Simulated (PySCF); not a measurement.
C₈H₉Cl.
Bonds: C1–C2 (triple), C2–C3, C3–Cl4, C3–C5 (double), C5–C6, C6–C7, C7–C8, C8–C9, C5–C9. Hydrogens: H10 on C1; H11, H12 on C6; H13, H14 on C7; H15, H16 on C8; H17, H18 on C9.

The same species was optimised twice, with GFN2-xTB and with PBE0-D3(BJ)/def2-SVP (PySCF), and the same property calculations (PySCF, gas phase) were run on both structures.

```csv
coordinate,GFN2-xTB,PBE0-D3(BJ)/def2-SVP,change
C1≡C2 (Å),1.201,1.214,+0.013
C3=C5 (Å),1.333,1.346,+0.013
C2–C3 (Å),1.407,1.418,+0.011
C5–C6 (Å),1.499,1.504,+0.005
C5–C9 (Å),1.503,1.507,+0.004
C3–Cl4 (Å),1.752,1.748,-0.004
C8–C9 (Å),1.530,1.531,+0.001
C6–C7 (Å),1.530,1.532,+0.002
C7–C8 (Å),1.528,1.529,+0.001
C1–C2–C3 (°),177.8,179.6,+1.8
C2–C3–Cl4 (°),114.6,115.5,+0.9
Cl4–C3–C5 (°),120.8,120.2,-0.6
C2–C3–C5 (°),124.6,124.3,-0.3
C3–C5–C9 (°),124.3,124.6,+0.3
C6–C7–C8 (°),103.6,103.8,+0.2
C3–C5–C6 (°),125.9,125.7,-0.2
C7–C8–C9 (°),103.4,103.5,+0.1
```

Rotational constants: A = 2172, B = 994.8, C = 699.5 MHz (GFN2-xTB) against A = 2123, B = 996.1, C = 695.0 MHz (PBE0-D3(BJ)/def2-SVP). Point groups within 0.08 Å: C1 and C1.

On the GFN2-xTB structure: HOMO (eV) -6.67 [PBE0/pcSseg-1]; LUMO (eV) -0.89 [PBE0/pcSseg-1]; dipole (D) 2.39 [PBE0/pcSseg-1]; GIAO shielding of C1 (ppm) 94.6 [PBE0/pcSseg-1]; GIAO shielding of C2 (ppm) 102.5 [PBE0/pcSseg-1]; GIAO shielding of C3 (ppm) 70.0 [PBE0/pcSseg-1]; GIAO shielding of Cl4 (ppm) 682.0 [PBE0/pcSseg-1]; GIAO shielding of C5 (ppm) 21.2 [PBE0/pcSseg-1]; GIAO shielding of C6 (ppm) 149.2 [PBE0/pcSseg-1]; GIAO shielding of C7 (ppm) 156.8 [PBE0/pcSseg-1]; GIAO shielding of C8 (ppm) 155.7 [PBE0/pcSseg-1].

Question: What do these properties become on the PBE0-D3(BJ)/def2-SVP structure?

Answer: 
| property | level | on GFN2-xTB | on PBE0-D3(BJ)/def2-SVP | change |
| --- | --- | --- | --- | --- |
| HOMO (eV) | PBE0/pcSseg-1 | -6.67 | -6.63 | +0.04 |
| LUMO (eV) | PBE0/pcSseg-1 | -0.89 | -0.96 | -0.07 |
| dipole (D) | PBE0/pcSseg-1 | 2.39 | 2.40 | +0.01 |
| energy, GFN2-xTB geometry as zero (kcal/mol) | PBE0/pcSseg-1 | 0.0 | -0.3 | -0.3 |
| GIAO shielding of C1 (ppm) | PBE0/pcSseg-1 | 94.6 | 92.8 | -1.8 |
| GIAO shielding of C2 (ppm) | PBE0/pcSseg-1 | 102.5 | 102.0 | -0.5 |
| GIAO shielding of C3 (ppm) | PBE0/pcSseg-1 | 70.0 | 68.6 | -1.4 |
| GIAO shielding of Cl4 (ppm) | PBE0/pcSseg-1 | 682.0 | 687.6 | +5.6 |
| GIAO shielding of C5 (ppm) | PBE0/pcSseg-1 | 21.2 | 17.7 | -3.5 |
| GIAO shielding of C6 (ppm) | PBE0/pcSseg-1 | 149.2 | 147.5 | -1.7 |
| GIAO shielding of C7 (ppm) | PBE0/pcSseg-1 | 156.8 | 155.5 | -1.3 |
| GIAO shielding of C8 (ppm) | PBE0/pcSseg-1 | 155.7 | 154.3 | -1.4 |

The heavy atoms differ by 0.020 Å rms after alignment. Among bonds between heavy atoms C1≡C2 and C3=C5 change most and about equally (+0.013 Å). Changes are differences of the printed values. Neither structure is proved a minimum here.
